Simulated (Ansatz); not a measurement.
Compare A (`CCC1C=CCC1`) with its isomer B (`CC1=C(C)CCC1`).

Gas-phase electronic energies from Ansatz, PBE0-D4/def2-TZVP geometries. CCSD(T)/CBS adds triple-zeta CCSD(T) − MP2 to the extrapolated MP2 energy (def2 sets, frozen cores). Functionals use def2-TZVPP. One conformer a species, not always the lowest.

(1) Which isomer does CCSD(T)/CBS put lower? Give the gap. (Best estimate.)

(2) Give E(B) − E(A) in kJ/mol with r2SCAN-D4, PBE-D4, CCSD(T)/def2-TZVPP, B2PLYP, CCSD(T)/def2-SVP, BLYP-D4, MP2/def2-TZVPP. (Estimate.)

Largest T1 diagnostic: 0.010.

Results:

(1) Ansatz gave: B, by 21.2 kJ/mol.

(2) Computed: r2SCAN-D4 -28.4, PBE-D4 -30.7, CCSD(T)/def2-TZVPP -21.6, B2PLYP -25.8, CCSD(T)/def2-SVP -24.2, BLYP-D4 -29.0, MP2/def2-TZVPP -24.5. None reverses the order clearly.

At CCSD(T), def2-SVP lies −3.1 kJ/mol from the extrapolated value and def2-TZVPP −0.5 kJ/mol. Leaving LDA and LC-ωPBE aside and taking each functional with its dispersion term where it has one, the values, not all of them listed here, spread over 7.1 kJ/mol, from PBE-D4 to ωB97M-V.
